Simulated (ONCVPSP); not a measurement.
# Cutoff test, Ir (Z = 77), ONCV

iridium (Ir), optimised norm-conserving Vanderbilt (ONCV), made with ONCVPSP 4.0.1 (PBEsol, scalar-relativistic). Core [Xe] 4f14, reference 5d7 6s1 (charge +1). Waves: 6s: rc 2.50 bohr, ncon 3, nbas 6, qcut 2.4 1/bohr, 2 projectors, debl 0.7 Ha; p scattering state at 0.17 Ha: rc 2.20 bohr, ncon 4, nbas 7, qcut 3.5 1/bohr, 2 projectors, debl 1.5 Ha; 5d: rc 1.55 bohr, ncon 3, nbas 7, qcut 5.4 1/bohr, local. Local part: the d channel. Core correction: Teter function fitted to the true core (icmod 2), fcfact 0.65.

In the p channel the program set the typed energies aside and used 0.050, 1.550 Ha.

For each optimised wave give the share of its norm inside rc, the residual kinetic energy above qcut (Ha) and the cutoffs (Ha) for errors of 10, 1, 0.1 and 0.01 mHa per electron.

| wave | norm inside rc | residual KE | 10 mHa | 1 mHa | 0.1 mHa | 0.01 mHa |
| --- | --- | --- | --- | --- | --- | --- |
| 6s | 0.461 | 4.9e-03 | 2.4 | 9.4 | 16.6 | 34.5 |
| s projector 2 | 0.187 | 9.0e-03 | 2.8 | 6.6 | 14.7 | 32.3 |
| p projector 1 | 0.065 | 1.5e-03 | 1.0 | 10.5 | 28.6 | 37.1 |
| p projector 2 | 0.124 | 2.0e-02 | 7.3 | 21.9 | 40.7 | 51.2 |
| 5d | 0.508 | 3.9e-03 | 13.0 | 24.3 | 73.5 | 121.3 |

The occupied waves need 24 Ha and 74 Ha for 1 and 0.1 mHa. Note: ghosts flagged at negative energy: p at -78.3 eV, s at -6.1 eV; no localised positive-energy state flagged. A true bound ghost makes a file unfit for plane-wave use.
